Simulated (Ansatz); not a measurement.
Species: FeBr, net charge 0, sextet state. The spin state was set by rule; other spins were not relaxed. 
Coordinates optimised at B3LYP-D3(BJ)/def2-TZVP (Ansatz, a first-principles code):
```
Fe
Br 1 2.3540
```
Charge 0, spin multiplicity 6.

Basis-set convergence of Hartree-Fock and CCSD(T) correlation energies (hartree) with Ansatz. Cores are frozen in the correlated levels unless marked. Open shells are spin-unrestricted. No spin-orbit coupling. The frozen core is the preceding noble-gas configuration, with the filled d and f shells of earlier blocks. No relativistic terms.

```tsv
basis	functions	E(HF)	E(corr, CCSD(T))
def2-SVPD	75	-3834.44890	-0.24970
def2-TZVPPD	124	-3834.92907	-0.36007
def2-QZVPPD	198	-3835.00399	-0.39241
```

Extrapolating the two largest sets (X = 3 and 4) as X^-3: E(corr) = (64·(-0.39241) - 27·(-0.36007))/37 = -0.4160 Eh, an estimate of the basis-set limit. The largest set recovers 94.3 % of it, the smallest 60.0 %.
